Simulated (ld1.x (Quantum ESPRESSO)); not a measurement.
**La (Z = 57), TM semilocal: configuration errors across variants**

```json
{"Element": "lanthanum", "Generator": "ld1.x (Quantum ESPRESSO) 7.5", "Type": "norm-conserving Troullier–Martins (semilocal form)", "Functional": "PBEsol", "Relativity": "scalar-relativistic", "Frozen core": "[Xe]", "Valence charge": "3", "Reference configuration": "4f0 5d1 6s2 6p0", "Partial waves": "6s (bound): rc 3.05 bohr; 6p (bound, empty): rc 3.30 bohr; 4f (bound, empty): rc 0.85 bohr; 5d (bound): rc 4.00 bohr", "Local potential": "the d channel", "Core correction": "none"}
```

All-electron excitation energies from the reference (eV): (1) 4f0 5d1 6s1 6p0 5.999; (2) 4f0 5d1 6s0 6p0 16.847; (3) 4f0 5d1 6s1.5 6p0 2.415; (4) 4f0 5d2 6s1 6p0 0.809; (5) 4f0 5d2 6s0 6p0 6.055; (6) 4f0 5d0 6s2 6p0 6.403; (7) 4f0 5d1.5 6s1.5 6p0 0.355.

In the semilocal form every listed channel keeps its own potential, so the choice of the local channel does not act on these tests. It acts once the file is put into the separable form.

A semilocal file is local in each channel, so a ghost entry of none says nothing of the separable form that plane-wave codes build from it.

2 further variants failed, have other tests or another functional or relativity, and are left out.

Errors AE − PS in meV (a dash: test not solved or not reliable):

```csv
change,(1),(2),(3),(4),(5),(6),(7),bound ghosts
base,-13,+24,-2.8,+56,+92,+196,+17,none
wave 5d (bound): rc 4.00 bohr becomes 5d (bound): rc 4.32 bohr,-13,+18,-2.9,+63,+104,+205,+19,none
wave 6p (bound): rc 3.30 bohr becomes 6p (bound): rc 5.10 bohr,-13,+24,-2.8,+56,+92,+196,+17,none
local potential the f channel,-13,+24,-2.8,+56,+92,+196,+17,none
```

Give the same row for: all radii scaled by about 1.06 (s 3.24, p 3.50, d 4.24, f 0.90 bohr).

-15, +7.7, -3.3, +42, +67, +178, +12; bound ghosts: none.
